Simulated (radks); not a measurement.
The numbers below are computed, except where a source is named.
Charge is removed step by step from the 6s1/2 level of Ce, starting from [Xe] 4f1 5d1 6s2. Code: a radial shooting solver on a logarithmic mesh with Libxc functionals. Model: Dirac Kohn-Sham, PBE, spin-unpolarised, spherical densities, point nucleus; open shells fill j = l - 1/2 first.

removed (e)  E - E(0) (eV)  eigenvalue (eV)  E minus straight line (eV)
0                    0.000           -3.728                       0.000
0.125                0.501           -4.289                      -0.256
0.25                 1.073           -4.860                      -0.441
0.375                1.716           -5.441                      -0.553
0.5                  2.433           -6.030                      -0.593
0.625                3.224           -6.628                      -0.559
0.75                 4.091           -7.234                      -0.449
0.875                5.033           -7.848                      -0.263
1                    6.053           -8.469                       0.000

Removing the whole electron costs 6.053 eV by Delta-SCF, against 3.728 eV from minus the eigenvalue at the starting occupation. Slater's transition state (half an electron removed) gives 6.030 eV. Integrating minus the eigenvalue over the occupation (Janak's theorem) gives 6.053 eV. The mean slope of the eigenvalue, de/dn, is 4.74 eV per electron.
